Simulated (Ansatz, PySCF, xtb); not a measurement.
Complex: HF (SMILES F) (first 2 atoms) with CH2O2 (SMILES O=CO); geometry from B3LYP-D3(BJ)/def2-TZVP, rigid monomers moved along the line of their centres of mass till H2···O3 is 2.28 Å.
(charge 0, multiplicity 1):
```xyz
7

F      0.39017     0.00140     0.46205
H     -0.15532    -0.47250     1.09499
O     -0.77918    -0.76793     3.26807
C     -0.19783    -0.01836     4.02558
O      0.70268     0.88289     3.67749
H     -0.36862    -0.01606     5.10629
H      0.83040     0.85318     2.70274
```

Interaction energies are E(AB) − E(A) − E(B) at the monomers' geometry in the complex; basis-set methods are counterpoise corrected. Rows marked so take none.

Frozen-core correlation. CBS(a, b) extrapolates the correlation energy as X⁻³ and adds the Hartree–Fock energy of set b. Rows in 3-21G, 6-31G* carry no dispersion term and start afresh at each structure (6-31G* with six Cartesian d functions). MP2/6-31G* freezes PySCF's default core.

Programs: Ansatz (Gaussian orbitals); PySCF for 3-21G rows, 6-31G* rows, the dispersion terms; xtb for the GFN methods. Each number belongs to the level named beside it.

```
level                                                     interaction energy (kJ/mol)
--------------------------------------------------------  ---------------------------
GFN-FF                                                                          -23.7
HF/3-21G (no counterpoise)                                                      -48.6
HF/6-31G* (no counterpoise)                                                     -38.8
HF/aug-cc-pVDZ                                                                  -29.0
PBE-D4/def2-TZVPPD                                                              -33.7
r2SCAN/def2-TZVPPD                                                              -33.8
B3LYP/6-31G* (no counterpoise)                                                    [?]
MP2/6-31G*                                                                      -28.7
MP2/CBS(aug-cc-pVDZ, aug-cc-pVTZ) + ΔCCSD(T)/aug-cc-pVDZ                          [?]
```

Problem. Fill in the missing entries.

Solution. 
- B3LYP/6-31G* (no counterpoise), interaction energy (kJ/mol): -46.9
- MP2/CBS(aug-cc-pVDZ, aug-cc-pVTZ) + ΔCCSD(T)/aug-cc-pVDZ, interaction energy (kJ/mol): -31.4

Ansatz is a quantum-chemistry and plane-wave program.
